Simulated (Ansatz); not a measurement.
`[F][K]` + HCl → `[Cl][K]` + H–F at 400 K and 1 bar (ligand exchange at a K–F bond).

Calculated with Ansatz (gas phase, PBE0-D4/def2-TZVP geometries, no zero-point term in ΔE). CCSD(T)/CBS adds triple-zeta CCSD(T) − MP2 to the extrapolated MP2 energy (def2 sets, frozen cores). This one scheme is used for every species. For K outer-core shells are correlated without core-valence functions, which leaves a few kJ/mol of doubt a bond. Scalar relativity is left out up to krypton.

```tsv
species	CCSD(T)/CBS energy (Eh)	H − E (kJ/mol)	S (J/(mol·K))
`[F][K]`	-699.28088	15.6	237.0
HCl	-460.38127	29.6	195.4
`[Cl][K]`	-1059.29673	15.2	249.8
H–F	-100.39570	36.5	182.2
```

H − E and S are ideal-gas, rigid-rotor, harmonic terms from PBE0-D4/def2-TZVP. 1 Eh = 2625.50 kJ/mol, R = 8.31446 J/(mol·K).

By hand: ΔE, ΔH, ΔS and ΔG.

ΔE = (-1059.29673) + (-100.39570) − (-699.28088) − (-460.38127) = -0.03028 Eh = -79.5 kJ/mol. Δ(H − E) = 15.2 + 36.5 − 15.6 − 29.6 = 6.5, so ΔH = -73.0 kJ/mol. ΔS = 249.8 + 182.2 − 237.0 − 195.4 = -0.4 J/(mol·K). ΔG = -73.0 − 400 × (-0.4)/1000 = -72.8 kJ/mol.

By hand: the equilibrium constant, and the temperature at which ΔG would vanish if ΔH and ΔS stayed fixed.

log₁₀ K = −ΔG/(RT ln 10) = 9.5. ΔG = 0 at ΔH/ΔS = 182500 K, far beyond where these terms or the molecules hold.

The number of gas molecules stays the same, so ΔS is small and ΔH decides. A doubt of 5 kJ/mol in ΔE shifts log₁₀ K by 0.7 here. These are equilibria of isolated gas molecules and say nothing of rates. Largest T1 diagnostic: 0.012 (customary marks: 0.02 for closed shells, 0.045 for open ones).
